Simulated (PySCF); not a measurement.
Al(All)(H)(Me) (C₄H₉Al), SMILES C=C[CH2][AlH][CH3].

Geometry: B3LYP-D3(BJ)/def2-SVP. The structure was generated by enumeration; whether it is a known compound was not checked. Other conformers were not sampled.

Two levels are set side by side: PBE/def2-TZVP (PySCF) and r2SCAN/def2-TZVP (PySCF). Same geometry, gas phase. Differences are taken from unrounded values.

| quantity | r2SCAN |
|---|---|
| orbital gap (eV) | 4.68 |
| highest occupied level (eV) | -5.87 |
| lowest empty level (eV) | -1.19 |
| dipole moment (D) | 1.06 |
| mean polarisability (bohr³) | 78.0 |

Q: What does PBE give, and how far is it from r2SCAN? (Estimate from the structure and the level; the computed values follow.)

A: 
```
quantity                       PBE  PBE minus r2SCAN
---------------------------  -----  ----------------
orbital gap (eV)              4.29             -0.38
highest occupied level (eV)  -5.69              0.18
lowest empty level (eV)      -1.39             -0.20
dipole moment (D)             1.03             -0.03
mean polarisability (bohr³)   79.9               1.9
```

Rough cost on one machine, each run with all the roots and properties that it gave: r2SCAN against PBE about 4 times.
